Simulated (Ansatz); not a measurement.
Start from `C=C(CC)C(C)C` and change one atom or group to get `C=C(Cl)CC`.

Ansatz, PBE0-D4/def2-TZVP geometries, multiplicity 1. Each molecule was computed in one conformer, which needn't be the lowest.

```json
{"property": "HOMO–LUMO gap (B3LYP/def2-TZVPP) / eV", "`C=C(CC)C(C)C`": "7.05"}
{"property": "size of the dipole moment (PBE/def2-TZVPP) / D", "`C=C(CC)C(C)C`": "0.59"}
{"property": "HOMO–LUMO gap (PBE/def2-TZVPP) / eV", "`C=C(CC)C(C)C`": "5.39"}
{"property": "size of the dipole moment (ωB97M-V/def2-TZVPP) / D", "`C=C(CC)C(C)C`": "0.56"}
{"property": "LUMO energy (PBE/def2-TZVPP) / eV", "`C=C(CC)C(C)C`": "-0.52"}
{"property": "HOMO energy (PBE/def2-TZVPP) / eV", "`C=C(CC)C(C)C`": "-5.91"}
```

(1) What does the change do to each property? (An estimate is asked.)

## Answers

(1) The calculation gave: 
| property | `C=C(Cl)CC` | shift |
| --- | --- | --- |
| HOMO–LUMO gap (B3LYP/def2-TZVPP) / eV | 6.77 | -0.28 |
| size of the dipole moment (PBE/def2-TZVPP) / D | 1.51 | 0.92 |
| HOMO–LUMO gap (PBE/def2-TZVPP) / eV | 5.09 | -0.30 |
| size of the dipole moment (ωB97M-V/def2-TZVPP) / D | 1.57 | 1.01 |
| LUMO energy (PBE/def2-TZVPP) / eV | -1.03 | -0.51 |
| HOMO energy (PBE/def2-TZVPP) / eV | -6.12 | -0.21 |

With PBE0 the HOMO falls by 0.27 eV and the LUMO falls by 0.54 eV, so the gap narrows by about 0.27 eV. PBE moves the HOMO by -0.21 eV and ωB97M-V by -0.21 eV. Dipoles are sizes alone; their direction can turn.

Positive LUMOs are unbound, so they and the gaps depend on the basis.

B3LYP here is the variant with VWN-RPA as its local correlation; programs differ in this.
